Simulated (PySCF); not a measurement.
Species: C8H7BrS.
Numbering: `[CH3:1][C:2](=[S:3])[c:4]1[cH:5][cH:6][c:7]([Br:8])[cH:9][cH:10]1` (hydrogens: H11, H12, H13 on C1; H14 on C5; H15 on C6; H16 on C9; H17 on C10)

Method: PySCF, PBE0-D3(BJ)/def2-SVP geometry optimisation, gas phase.

Q: List the bond lengths, angles and torsions at this level.

A: 
```json
{"bond": "C1–C2", "length (bohr)": "2.836"}
{"bond": "C2=S3", "length (bohr)": "3.095"}
{"bond": "C2–C4", "length (bohr)": "2.794"}
{"bond": "C4–C5, C4–C10", "length (bohr)": "2.657"}
{"bond": "C5–C6, C9–C10", "length (bohr)": "2.624"}
{"bond": "C6–C7, C7–C9", "length (bohr)": "2.637"}
{"bond": "C7–Br8", "length (bohr)": "3.556"}
{"bond": "C1–H11, C1–H12, C1–H13", "length (bohr)": "2.079"}
{"bond": "C5–H14, C10–H17", "length (bohr)": "2.063"}
{"bond": "C6–H15, C9–H16", "length (bohr)": "2.062"}
```

Bonds in one row agree within 0.02 bohr and their mean is given. A selection of angles:
```json
{"angle": "C1–C2–S3", "degrees": "120.0"}
{"angle": "C1–C2–C4", "degrees": "117.4"}
{"angle": "S3–C2–C4", "degrees": "122.6"}
{"angle": "C2–C4–C5", "degrees": "120.8"}
{"angle": "C5–C4–C10", "degrees": "117.8"}
{"angle": "C4–C5–C6", "degrees": "121.5"}
{"angle": "C5–C6–C7", "degrees": "119.3"}
{"angle": "C6–C7–Br8", "degrees": "119.7"}
{"angle": "C6–C7–C9", "degrees": "120.7"}
```

Dihedral angles: C1–C2–C4–C5 -178° (antiperiplanar). The mirror-image conformer, all signs reversed, is as good.

The C–C distances run from 1.386 Å (C5–C6, aromatic) to 1.501 Å (C1–C2, drawn single), a spread of 0.115 Å. The 10 heavy atoms lie in one plane (0.015 Å rms). The 6-membered ring C4–C5–C6–C7–C9–C10 has internal angles of 117.8° to 121.5° (sum 720°, against 720° for a flat polygon); it is planar, 0.00 Å rms from its mean plane, widest ring torsion 0°. Of the pairs four or more bonds apart, C1···H17 is among the closest relative to their van der Waals radii: 2.53 Å, 87 % of the sum of Bondi's values.

Point group: near Cs, missed by 0.10 Å at most; the miss may be what the optimiser left on a soft mode. Not checked by PBE0-D3(BJ)/def2-SVP frequencies. The numbers are those of one conformer.

Rough CPU time on one thread of a shared machine: about 3 min. This is the geometry optimisation.
